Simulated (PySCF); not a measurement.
# Peak assignment

Atoms are numbered as in `[N:1]#[C:2][C:3](=[O:4])[c:5]1[cH:6][cH:7][cH:8][cH:9][cH:10]1`; H(Xn) means a hydrogen on atom n.

Level of theory: geometry from PBE0-D3(BJ)/def2-TZVP, GIAO B97-2/pcSseg-2 shieldings, in PySCF 2.14.0 with density-fitted response routines (non-relativistic Hamiltonian, fast rotation and ring inversion assumed for equivalent nuclei, single conformer, no solvent model).

δ = σ(ref) − σ, references computed at the same level: ¹³C and ¹H vs TMS.

Q: Assign these signals to the numbered atoms. ¹³C{¹H} NMR (computed): δ 175.7 (C), 143.9 (CH), 141.2 (C), 138.9 (CH), 135.6 (CH), 118.9 (C).

A: 
| δ (ppm) | atoms | environment | reason |
| --- | --- | --- | --- |
| 175.7 | C3 | acyl cyanide carbonyl carbon | – |
| 143.9 | C8 | aromatic CH | – |
| 141.2 | C5 | substituted aromatic carbon | – |
| 138.9 | C6/C10 | aromatic CH | the aromatic region |
| 135.6 | C7/C9 | aromatic CH | – |
| 118.9 | C2 | nitrile carbon | C≡N carbons fall here, among the sp2 signals but without a proton |

Q: Assign these signals to the numbered atoms. ¹H NMR (300 MHz, computed): δ 8.68 (d, 2H), 8.01 (m, 1H), 7.85 (m, 2H).

A: 
| δ (ppm) | atoms | environment | reason |
| --- | --- | --- | --- |
| 8.68 | H(C6)/H(C10) | hydrogen on an aromatic CH | ring current plus the deshielding of an ortho carbonyl group |
| 8.01 | H(C8) | hydrogen on an aromatic CH | – |
| 7.85 | H(C7)/H(C9) | hydrogen on an aromatic CH | – |

Shifts are as computed. Against solution values, carbons near 30 ppm lie about +3 ppm off and those near 130 ppm about +7 ppm. Of 1309 compounds with measured shifts, 239 miss one by over three times the rms of a fit or turn the order of signals round; such compounds aren't used in these exercises. No couplings were computed; multiplicities are counted from neighbouring protons, with m where these are inequivalent, close in shift, in a saturated or five-membered ring or joined by F or P, and br s for small geminal =CH2 splittings.
